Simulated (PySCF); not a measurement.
1-chloroborepin, C6H6BCl.
Bonds: Cl1–B2, B2–C3, C3–C4 (double), C4–C5, C5–C6 (double), C6–C7, C7–C8 (double), B2–C8. Hydrogens: H9 on C3; H10 on C4; H11 on C5; H12 on C6; H13 on C7; H14 on C8.

All values: wB97X-D/pcSseg-2 (PySCF, non-relativistic), on one gas-phase PBE0-D3(BJ)/def2-TZVP geometry that isn't relaxed in the solvent. The solvent is an IEF-PCM continuum (van der Waals radii × 1.2). Specific hydrogen bonds and non-electrostatic terms are outside this model.

Gas phase at wB97X-D/pcSseg-2: HOMO -8.86 eV, LUMO -0.59 eV, dipole 3.63 D.

**Question.** What does the continuum do to the energy, the frontier levels and the dipole at wB97X-D/pcSseg-2 in chloroform?

**Answer.** 
```tsv
solvent	ε	E(solvent) − E(gas) (kcal/mol)	polarisation term (kcal/mol)	distortion of the solute (kcal/mol)	HOMO (eV)	LUMO (eV)	dipole (D)
chloroform	4.711	-2.92	-3.42	0.50	-8.80	-0.47	4.64
```

The polarisation term is half the interaction of the solute with the surface charges that it induces; the rest is the cost of distorting the solute's density. The sum is the electrostatic part of solvation alone.

**Question.** Which radius a makes the point-dipole formula ΔE = −[(ε − 1)/(2ε + 1)]·μ²/a³ give the value in chloroform, with the gas-phase dipole?

**Answer.** μ = 1.427 au and |ΔE| = 0.00466 Eh give a = 2.85 Å; the farthest nucleus lies 3.42 Å from the centroid of the nuclei, so such a sphere wouldn't even hold the nuclei. The formula assumes a rigid point dipole at the centre of a sphere.

On Intel Xeon 6975P-C, one thread, shared host with 192 logical CPUs at a one-minute load of 77, this took 80 s and 2.1 GiB of memory at its peak. This is the whole shielding run at wB97X-D/pcSseg-2 in chloroform, SCF included.

wB97X-D is run here without its empirical dispersion term; that term would change no orbital, density or response property at a fixed geometry.
